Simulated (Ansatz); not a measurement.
Mulliken charges of ClH3SSi2 (`Cl[SiH]1[SiH2]S1`) from r2SCAN/def2-TZVPP in Ansatz (PBE0-D4/def2-TZVP geometry).

```json
{"atom": "Cl1", "x (Å)": "-2.567", "y (Å)": "0.859", "z (Å)": "0.247", "charge (e)": "-0.226"}
{"atom": "Si2", "x (Å)": "-0.763", "y (Å)": "0.415", "z (Å)": "-0.612", "charge (e)": "0.422"}
{"atom": "Si3", "x (Å)": "0.836", "y (Å)": "-0.689", "z (Å)": "0.497", "charge (e)": "0.248"}
{"atom": "S4", "x (Å)": "0.937", "y (Å)": "1.446", "z (Å)": "0.148", "charge (e)": "-0.288"}
{"atom": "H5", "x (Å)": "-0.938", "y (Å)": "0.459", "z (Å)": "-2.077", "charge (e)": "-0.053"}
{"atom": "H6", "x (Å)": "0.656", "y (Å)": "-1.076", "z (Å)": "1.915", "charge (e)": "-0.047"}
{"atom": "H7", "x (Å)": "1.901", "y (Å)": "-1.481", "z (Å)": "-0.162", "charge (e)": "-0.055"}
```

Q: By hand: the dipole of these point charges (1 e Å = 4.8032 D).

A: Σ q r = (0.110, -0.499, -0.204) e Å, of length 0.550 e Å = 2.64 D.

Q: How does the dipole of the full density compare? (An estimate is asked.)

A: Computed: (0.096, -0.290, -0.085) e Å, 1.52 D; the point charges give 1.74 times that, at 8° from its direction.

Point charges leave out the atoms' own dipoles, such as those of lone pairs, and Mulliken's split depends on the basis, so the two needn't agree.
